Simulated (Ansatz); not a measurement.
`O[Si]1(F)C[SiH2]1`, relaxed with RKS PBE0-D4/def2-TZVP in the Gaussian-basis code of Ansatz from a PBE-D4/def2-SVP geometry. The force threshold is 0.005 eV/Å; the program also tests the step.

Total charge 0; spin multiplicity 1.

Start:

```xyz
10

O    -0.404   -1.689    1.477
Si    0.478   -0.675    0.491
F     1.996   -1.263    0.277
C    -0.291    0.064   -1.051
Si    0.006    1.512    0.262
H    -0.546   -2.588    1.124
H    -1.352   -0.160   -1.273
H     0.305    0.131   -1.982
H    -1.236    2.151    0.811
H     1.044    2.519   -0.136
```

Q: How much energy does the relaxation release, and in how many steps? (Best estimate.)

A: Computed: 0.09 eV, in 8 steps, 1 of them rejected.

Q: Which bonds change most? (Best estimate.)

A: Computed: Si2–F3 from 1.641 to 1.596 Å; O1–Si2 from 1.667 to 1.629 Å; C4–Si5 from 1.977 to 1.947 Å; Si2–Si5 from 2.249 to 2.226 Å.

Q: Give the relaxed structure. (Estimate.)

A: Computed: 
```xyz
10

O    -0.388   -1.671    1.434
Si    0.479   -0.668    0.488
F     1.950   -1.248    0.271
C    -0.285    0.063   -1.032
Si    0.007    1.494    0.255
H    -0.548   -2.565    1.124
H    -1.329   -0.159   -1.255
H     0.307    0.130   -1.944
H    -1.218    2.127    0.803
H     1.024    2.497   -0.144
```
